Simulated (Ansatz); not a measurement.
C5H12O3Si (SMILES C=C[Si](OC)(OC)OC), singlet, geometry from GFN2-xTB. Base run: PBE0/STO-3G (Ansatz, a quantum-chemistry and plane-wave program).

Here is a job for Ansatz.
Ansatz 0.2 input:
```yaml
crystal:
  periodic: [false, false, false]
  atoms:
    - {symbol: C, position_ang: [0.93594313, -1.84485367, -2.01669523]}
    - {symbol: C, position_ang: [0.09626050, -0.86844494, -1.71286364]}
    - {symbol: Si, position_ang: [-0.08350522, -0.04419636, -0.02717209]}
    - {symbol: O, position_ang: [0.15407825, 1.57488304, -0.14005119]}
    - {symbol: C, position_ang: [1.28087709, 2.23694123, -0.64514902]}
    - {symbol: O, position_ang: [0.97443769, -0.83110542, 0.91741710]}
    - {symbol: C, position_ang: [1.04649082, -0.85690830, 2.31882829]}
    - {symbol: O, position_ang: [-1.54721698, -0.17965294, 0.66397100]}
    - {symbol: C, position_ang: [-2.74157828, 0.44473218, 0.28019921]}
    - {symbol: H, position_ang: [1.59536322, -2.25752200, -1.27272384]}
    - {symbol: H, position_ang: [0.99896936, -2.27106068, -3.00692734]}
    - {symbol: H, position_ang: [-0.54596327, -0.48585259, -2.49948420]}
    - {symbol: H, position_ang: [1.13101198, 3.30697191, -0.49616412]}
    - {symbol: H, position_ang: [2.18643685, 1.91878654, -0.12406645]}
    - {symbol: H, position_ang: [1.40339609, 2.03042313, -1.71092494]}
    - {symbol: H, position_ang: [0.06958348, -1.08043205, 2.74863913]}
    - {symbol: H, position_ang: [1.39064541, 0.10547308, 2.70521963]}
    - {symbol: H, position_ang: [1.75778942, -1.63555122, 2.59748826]}
    - {symbol: H, position_ang: [-2.57960647, 1.50567773, 0.08638528]}
    - {symbol: H, position_ang: [-3.45422581, 0.32539253, 1.09710094]}
    - {symbol: H, position_ang: [-3.14267810, -0.02535357, -0.62074603]}
basis:
  gaussian:
    orbitals: STO-3G
hamiltonian:
  xc: pbe0
```

Variants of this job, named by their change:

```
change                                   E (Eh)
-----------------------------------  ----------
base                                 -703.52538
functional = hf                             [?]
functional = b3lyp                   -704.05991
functional = b3lyp5                         [?]
functional = PBE-QIDH                -703.01178
functional = b3lyp; dispersion = d4  -704.09000
functional = pbe                     -703.38841
functional = wB97M-V                 -704.06065
functional = cam_b3lyp               -703.82403
functional = B97M-V                         [?]
functional = blyp; dispersion = d4   -703.84498
functional = revpbe                  -703.89454
functional = wB97X                          [?]
```

Q: Fill in the missing entries.

A: 
- functional = hf, E (Eh): -701.18153
- functional = b3lyp5, E (Eh): -703.76173
- functional = B97M-V, E (Eh): -704.07252
- functional = wB97X, E (Eh): -704.00694

Totals shift with the method and basis; they matter in differences.
